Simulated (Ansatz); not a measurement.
Basis-set extrapolation for `CO[Si]O` (PBE0-D4/def2-TZVP geometry, frozen core, Ansatz 0.2.0). Multiplicity 1, RHF reference.

```json
{"": "HF", "def2-TZVPP": "-479.006473", "def2-QZVPP": "-479.025097"}
{"": "MP2 correlation", "def2-TZVPP": "-0.752514", "def2-QZVPP": "-0.810676"}
{"": "CCSD(T) correlation", "def2-TZVPP": "-0.807460", "def2-QZVPP": "not run"}
```

Energies in hartree. Use E(X) = E(∞) + A·exp(−7.88·√X) for Hartree–Fock and E(X) = E(∞) + B·X^(−2.97) for correlation, with X = 3 and 4, and add CCSD(T) minus MP2 of the smaller set to the MP2 limit.

**Question.** What is the CCSD(T) energy at the basis-set limit?

**Answer.** HF limit: -479.025097 + (-0.018624) × 0.13774 = -479.02766. MP2 limit: -0.810676 + (-0.058162) × 0.74074 = -0.85376. Higher-order term: -0.807460 − (-0.752514) = -0.05495. Total: -479.93637 hartree, 3.33 eV below CCSD(T)/def2-TZVPP.
